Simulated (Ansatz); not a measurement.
```yaml
crystal:
  periodic: [false, false, false]
  atoms:
    - {symbol: C, position_ang: [-0.131614, 0.636508, -0.094817]}
    - {symbol: Ge, position_ang: [0.025008, -0.577100, 0.127145]}
    - {symbol: Cl, position_ang: [1.246301, -0.824485, 0.562050]}
    - {symbol: Cl, position_ang: [-0.177321, -1.337841, -0.966550]}
    - {symbol: H, position_ang: [-0.846246, 0.874841, -0.281402]}
    - {symbol: H, position_ang: [0.008158, 0.976680, 0.464649]}
    - {symbol: H, position_ang: [0.357159, 0.820154, -0.548394]}
    - {symbol: H, position_ang: [-0.599377, -1.014354, 0.770588]}
basis:
  gaussian: {orbitals: def2-TZVP, fitting: {mean_field: cc-pVTZ-jkfit}}
hamiltonian: {xc: {name: HSE06}, dispersion: d3bjatm}
output: {forces: true}
```

```sh
$ ansatz run in.yaml --threads 4 --pin off --events-out ev --progress --plain --max-ram 10444MiB
```

Output, abridged:

```
Functional definition: HSE06
648 factors; integrals over basis functions are off by at most 3.4e-1 eV
648 factors; integrals over basis functions are off by at most 1.8e-7 eV
mean field evaluation 1: about -82540.7103 eV, gradient 1.1e2 eV
mean field evaluation 2: about -82522.5934 eV, gradient 1.4e2 eV
mean field evaluation 4: about -82560.5577 eV, gradient 1.3e1 eV
mean field evaluation 8: about -82560.6755 eV, gradient 1.7e-1 eV
mean field evaluation 16: about -82560.6756 eV, gradient 2.9e-5 eV
mean field -82560.67559918 eV, -3034.0488666340 hartree, gradient 2.9e-5 eV, S^2 0.000000; 0 other end points of the search recorded, 0 dependent functions left out
reference -82560.67563062 eV, -3034.0488677895 hartree; 38, 38 occupied and 139, 139 virtual orbitals, 648 factors
Total energy: -82560.84891053 eV, -3034.0552357085 hartree
Atom 0 at    -0.131614     0.636508    -0.094817 Å, force   -30.640695    25.220584   -18.117548 eV/Å
Atom 1 at     0.025008    -0.577100     0.127145 Å, force   -59.723114    22.974296    35.550611 eV/Å
Atom 2 at     1.246301    -0.824485     0.562050 Å, force   115.766041   -22.139793    44.050640 eV/Å
Atom 3 at    -0.177321    -1.337841    -0.966550 Å, force   -19.776165   -63.424555   -92.934511 eV/Å
Atom 4 at    -0.846246     0.874841    -0.281402 Å, force   -24.541689     9.188968    -7.600210 eV/Å
Atom 5 at     0.008158     0.976680     0.464649 Å, force    11.219481    29.312401    45.249180 eV/Å
Atom 6 at     0.357159     0.820154    -0.548394 Å, force    32.565603    13.952341   -31.969488 eV/Å
Atom 7 at    -0.599377    -1.014354     0.770588 Å, force   -24.869461   -15.084243    25.771326 eV/Å
Dipole moment:    -0.155774     0.352918     0.076685 e Å
```

In this input the geometry is squeezed to about two thirds of its size. Self-consistency was reached. The result belongs to that input, not to the molecule as meant.
